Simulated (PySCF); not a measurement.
B(AsH2)(F)(H) (AsBFH3), SMILES FB[AsH2]. Geometry: PBE-D3(BJ)/def2-TZVP.

PySCF with TDDFT-CAM-B3LYP/def2-SVPD puts the lowest singlet excitations at 4.97, 6.40, 6.45, 6.80, 7.63, 7.94 eV.

**Question.** What are the lowest excitation roots from ADC(2)/aug-cc-pVDZ in PySCF? (The exact figures need the calculation; the answer reports its results.)

**Answer.** 5.12, 6.44, 6.57, 6.77, 7.28, 7.70 eV. S1 differs by 0.15 eV (second minus first; roots are paired by order, and the bases may differ).
